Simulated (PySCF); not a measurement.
## SeNI₃, singlet: molecular constants

These are results of PBE0/[Se def2-SVP, N def2-SVP, I def2-SVP with ECP28], scalar-relativistic core potentials, density fitting, no spin–orbit coupling, PySCF, not measurements.

The structure is a minimum.

```xyz
5
charge 0 multiplicity 1, angstrom
Se    0.0000   -0.8128   -0.5749
N     0.0000   -2.1159   -1.4966
I     2.0211   -0.4254    1.1284
I    -2.0211   -0.4254    1.1284
I     0.0000    1.5961   -1.7295
```

```json
{
 "Point group": "C3v",
 "Bond lengths": "Se–I 2.671 Å (×3), Se–N 1.596 Å",
 "Bond angles": "I–Se–I 98.3° (×3), I–Se–N 119.1° (×3)",
 "Heat capacity Cp at 298.15 K": "97.8 J/(mol K)",
 "Dipole moment": "2.23 D",
 "Principal quadrupole moments (Buckingham, traceless) about the centre of mass": "-10.14, 5.07, 5.07 D Å",
 "Rotational symmetry number": "3",
 "Zero-point energy": "13.5 kJ/mol",
 "Principal polarisabilities": "104.1, 165.5, 165.5 bohr³",
 "Lowest empty level": "-5.66 eV",
 "Atomisation energy without zero-point energy": "541 kJ/mol",
 "Highest occupied level": "-7.94 eV",
 "Enthalpy at 298.15 K above 0 K": "23.97 kJ/mol",
 "Rotational constants": "0.01354, 0.01354, 0.00813 cm⁻¹",
 "Entropy at 298.15 K and 1 bar": "418.5 J/(mol K)"
}
```

Harmonic modes (masses in u: Se 79.917, N 14.003, I 126.904):
```json
{"symmetry": "e", "ω (cm⁻¹)": "59", "IR (km/mol, summed over degenerate members)": "0.1", "μ (u)": "100.34", "type": "bend"}
{"symmetry": "a1", "ω (cm⁻¹)": "82", "IR (km/mol, summed over degenerate members)": "0.0", "μ (u)": "96.62", "type": "bend"}
{"symmetry": "e", "ω (cm⁻¹)": "142", "IR (km/mol, summed over degenerate members)": "14.7", "μ (u)": "26.05", "type": "mixed"}
{"symmetry": "a1", "ω (cm⁻¹)": "175", "IR (km/mol, summed over degenerate members)": "3.3", "μ (u)": "61.14", "type": "mixed"}
{"symmetry": "e", "ω (cm⁻¹)": "235", "IR (km/mol, summed over degenerate members)": "106", "μ (u)": "28.01", "type": "bend"}
{"symmetry": "a1", "ω (cm⁻¹)": "1127", "IR (km/mol, summed over degenerate members)": "16.1", "μ (u)": "16.01", "type": "stretch"}
```

In C3v the vibrations span 3e + 3a1.

Charges (e):
```json
{"atom": "Se1", "Mulliken": "0.29", "Löwdin": "0.49", "polar tensor": "1.46", "Mayer order to Se1": "–"}
{"atom": "N2", "Mulliken": "-0.29", "Löwdin": "-0.39", "polar tensor": "-0.36", "Mayer order to Se1": "2.13"}
{"atom": "I3,4,5", "Mulliken": "0.00", "Löwdin": "-0.04", "polar tensor": "-0.37", "Mayer order to Se1": "0.61"}
```

Mulliken populations on Se1: s 7.75, p 15.55, d 10.41.

Counting electrons, selenium keeps none of its valence electrons outside its bonds, so the VSEPR class is AX4 and the expected shape is tetrahedral; with unlike ligands the computed point group is C3v.

Other isomers or separated fragments may lie lower.

The final relaxation and frequency run took 64 s on 4 threads of a shared AMD EPYC 7R43 64-Core (Zen 3) host, with 124 basis functions and 11 gradients; the process peaked at 1.6 GiB. Launch command: `OMP_NUM_THREADS=4 python axn.py task.json out`.
